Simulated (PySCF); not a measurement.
**Fractional electron number in Ti (titanium, neutral)**

The 4s beta orbital of [Ar] 3d2 4s2 is emptied in steps (occupation f), with all orbitals relaxed, ending at [Ar] 3d2 4s1. Calculation: PySCF 2.14, in x2c-TZVPall (6s5p4d1f, 48 functions); the spin-free X2C one-electron Hamiltonian (Gaussian nucleus). The exact energy is a straight line in f; departures are measured from the line between the end points of the same method.

```csv
f,BHandHLYP (eV),CAM-B3LYP (eV)
1,0.000,0.000
0.75,-0.264,-0.206
0.5,-0.360,-0.284
0.25,-0.277,-0.223
0,0.000,0.000
```

```
   method  E(f=0) − E(f=1) (eV)  −ε at f=1 (eV)  −ε at f=0.5 (eV)
BHandHLYP                 6.657           5.279             6.621
CAM-B3LYP                 6.818           5.745             6.776
```

Orbital energy along the path (eV):

```json
{"f": "1", "BHandHLYP": "-5.279", "CAM-B3LYP": "-5.745"}
{"f": "0.75", "BHandHLYP": "-5.932", "CAM-B3LYP": "-6.244"}
{"f": "0.5", "BHandHLYP": "-6.621", "CAM-B3LYP": "-6.776"}
{"f": "0.25", "BHandHLYP": "-7.365", "CAM-B3LYP": "-7.365"}
{"f": "0", "BHandHLYP": "-8.116", "CAM-B3LYP": "-8.076"}
```

Reference removal energy between the ground levels: 6.828 eV (measured; NIST Atomic Spectra Database, ionization energies). The calculation has no spin-orbit coupling.
